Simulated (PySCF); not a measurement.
Compound: C4H5N2O (doublet state).
Structure used (GFN2-xTB), in Å, numbered top down from 1:
```xyz
12
C4H5N2O angstrom
O     -2.0259   -0.8656   -0.9440
C     -1.5035   -0.7155    0.3458
C     -0.1430   -0.1298    0.3295
N      0.4268    0.3188   -0.7355
C      1.7177    0.8131   -0.3333
C      1.6861    0.5316    1.1326
N      0.6148   -0.0091    1.5083
H     -1.4806   -0.3399   -1.5458
H     -2.1510   -0.0615    0.9530
H     -1.4734   -1.6963    0.8364
H      1.8157    1.8771   -0.5519
H      2.5176    0.2764   -0.8446
```

The hyperfine couplings belong to this conformer and change with its torsions.

Identity: `OCC1=NC[C]=N1` [radical].

Theory: UKS B3LYP, pcH-1 on C H N O, non-relativistic, mean-field spin-orbit, GIAO in PySCF 2.14.0. The structure is a single GFN2-xTB conformer in the gas phase; no vibrational or solvent corrections. A GFN2-xTB geometry isn't a minimum of the functional, and hyperfine couplings can be far from their values at a DFT geometry. No stability test was run, so a lower SCF solution isn't excluded.

Question: Predict the first-order ENDOR lines of N7, N4, H11/H12, H9/H10 and H8 under fast tumbling at B = 342.6 mT (X band).

Answer: For S = 1/2 in fast tumbling each set of equivalent nuclei gives two lines, ν± = |νn ± a/2| to first order, with νn = g_N μN B/h and μN/h = 7.62259 MHz/T.

```json
{"nuclei": "N7", "isotope": "14N", "g_N": "0.4038", "νn (MHz)": "1.05", "a_iso (MHz)": "93.50", "lower line (MHz)": "45.70", "upper line (MHz)": "47.80"}
{"nuclei": "N4", "isotope": "14N", "g_N": "0.4038", "νn (MHz)": "1.05", "a_iso (MHz)": "-3.95", "lower line (MHz)": "0.92", "upper line (MHz)": "3.03"}
{"nuclei": "H11/H12", "isotope": "1H", "g_N": "5.5857", "νn (MHz)": "14.59", "a_iso (MHz)": "-11.39", "lower line (MHz)": "8.89", "upper line (MHz)": "20.28"}
{"nuclei": "H9/H10", "isotope": "1H", "g_N": "5.5857", "νn (MHz)": "14.59", "a_iso (MHz)": "1.37", "lower line (MHz)": "13.90", "upper line (MHz)": "15.27"}
{"nuclei": "H8", "isotope": "1H", "g_N": "5.5857", "νn (MHz)": "14.59", "a_iso (MHz)": "-0.66", "lower line (MHz)": "14.26", "upper line (MHz)": "14.92"}
```

Question: Which pairs are centred on the nuclear Larmor frequency, and which on half the coupling?

Answer: Centred on νn, since |a| < 2νn: H11/H12, H9/H10 and H8. Centred on |a|/2 and split by 2νn: N7 and N4.

Question: At what field would the lower line of N7 fall to zero frequency?

Answer: Where νn = |a|/2, that is B = 46.75 MHz/(0.4038 × 7.62259 MHz/T) = 15200 mT, as far as first order holds there.

Means are taken over nuclei equivalent by connectivity, which assumes that they swap fast.

Time: 49 s of wall time (grids of density and orbitals included); peak memory 0.82 GiB. Hardware: one thread, Arm Neoverse V1 (aarch64), no GPU (shared host).
